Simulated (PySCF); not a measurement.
All values below come from PySCF with PBE-D3(BJ)/def2-TZVP // PBE0-D4/def2-SVP. All species are isolated molecules in the gas phase. One relaxed conformer stands for a flexible species; it need not be the lowest. 

Reference species (SMILES): `Bc1csc2c(B)cccc12` (neutral, multiplicity 1).

- LUMO = -3.19 eV
- HOMO = -6.13 eV

Changed species: `c1c(B)cc2c(B)csc2c1`.

### Question
What does the change do to the LUMO and HOMO?

### Answer
the LUMO rises by 0.06 eV, to -3.13 eV; the HOMO rises by 0.03 eV, to -6.10 eV.
